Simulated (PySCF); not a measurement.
C5H4F2.

```xyz
11

F      1.0849     0.0000    -1.3934
C      0.0000     0.0000    -0.5815
F     -1.0849     0.0000    -1.3934
C      0.0000     1.1943     0.3518
C      0.0000     0.7442     1.6112
C      0.0000    -0.7442     1.6112
C      0.0000    -1.1943     0.3518
H      0.0000     2.2226    -0.0083
H      0.0000     1.3546     2.5155
H      0.0000    -1.3546     2.5155
H      0.0000    -2.2226    -0.0083
```

Coordinates come from a PBE0-D3(BJ)/def2-SVP optimisation. The values are those of a single conformer.

Level of theory: KT2/pcSseg-1 run with PySCF. Non-relativistic, no solvent.

### Question
Give the absolute GIAO shielding of each atom: isotropic value and principal components (ppm). (An estimate is asked for; the answer gives what the named calculation found.)

### Answer

| atom | σ(iso) | σ11 | σ22 | σ33 | span |
|---|---|---|---|---|---|
| F1 | 328.4 | 194.6 | 316.0 | 474.7 | 280.0 |
| C2 | 53.9 | 43.3 | 52.3 | 66.1 | 22.8 |
| F3 | 328.4 | 194.6 | 316.0 | 474.7 | 280.0 |
| C4 | 53.4 | -43.6 | 63.7 | 140.1 | 183.7 |
| C5 | 52.1 | -48.1 | 63.9 | 140.7 | 188.8 |
| C6 | 52.1 | -48.1 | 63.9 | 140.7 | 188.8 |
| C7 | 53.4 | -43.6 | 63.7 | 140.1 | 183.7 |
| H8 | 25.2 | 24.3 | 25.3 | 25.9 | 1.6 |
| H9 | 25.1 | 23.4 | 24.7 | 27.3 | 3.9 |
| H10 | 25.1 | 23.4 | 24.7 | 27.3 | 3.9 |
| H11 | 25.2 | 24.3 | 25.3 | 25.9 | 1.6 |
